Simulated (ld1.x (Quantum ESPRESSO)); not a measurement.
lanthanum (La): excitation energies, all-electron against TM

- Element: La (Z = 57)
- Generator: ld1.x (Quantum ESPRESSO) 7.5
- Type: norm-conserving Troullier–Martins (Kleinman–Bylander form)
- Functional: PBE
- Relativity: fully relativistic
- Frozen core: [Kr] 4d10 5s2
- Valence charge: 9
- Reference configuration: 4f0 5p6 5d1 6s1 6p0 (charge +1)
- Partial waves: 6s (bound): rc 3.10 bohr; 5d (bound): rc 2.50 bohr; 4f (bound, empty): rc 1.95 bohr; 5p (bound): rc 2.80 bohr
- Local potential: the p channel
- Core correction: a·sin(br)/r model core inside 1.30 bohr

Open shells are filled in proportion to 2j + 1 (rel_dist='average').

Energies are relative to the spin-unpolarised reference configuration 4f0 5p6 5d1 6s1 6p0; without spin polarisation the order of configurations can differ from experiment. Not all tests gave a result: 2 of 7 tests not solved or not reliable. Left out of the table: 4f0 5p6 5d1 6s0 6p2 (solver errors, printed error -11.0 eV); 4f0 5p6 5d1 6s0 6p1 (solver errors, printed error -7.4 eV). The p channel is local and has no spin–orbit splitting in the pseudo-atom.

(1) Give the all-electron excitation energy and the error of the potential for: 4f0 5p6 5d1 6s2 6p0; 4f0 5p6 5d1 6s0 6p0; 4f0 5p6 5d0 6s0 6p0; 4f1 5p6 5d0 6s1 6p0; 4f0 5p6 5d2 6s1 6p0.

Levels in the configuration 4f0 5p6 5d1 6s2 6p0:

```tsv
level	all-electron (eV)	pseudo (eV)
5p j=1/2	-24.134	-22.451
5p j=3/2	-21.627	-22.451
5d j=3/2	-3.202	-3.206
5d j=5/2	-3.014	-3.018
6s j=1/2	-3.679	-3.674
```

A Bessel basis up to 400 Ry misses an occupied level by 0.20 Ry, so cutoffs and ghosts were not judged. The potential misses its own reference levels by up to 1.7 eV, so it is not fit for use.

Results:

(1)

```csv
valence configuration,charge,ΔE all-electron (eV),error AE − PS (meV)
4f0 5p6 5d1 6s2 6p0,0,-5.966,-2.6
4f0 5p6 5d1 6s0 6p0,+2,10.886,-2.4
4f0 5p6 5d0 6s0 6p0,+3,29.825,+15
4f1 5p6 5d0 6s1 6p0,+1,0.305,+79
4f0 5p6 5d2 6s1 6p0,0,-5.170,-9.7
```

These tests converged, but a pseudo level misses the all-electron one widely, so the file describes the atom poorly there or has found another state: 4f0 5p6 5d1 6s0 6p0: empty 6p by 7.1 eV; 4f0 5p6 5d0 6s0 6p0: empty 6p by 11.4 eV.
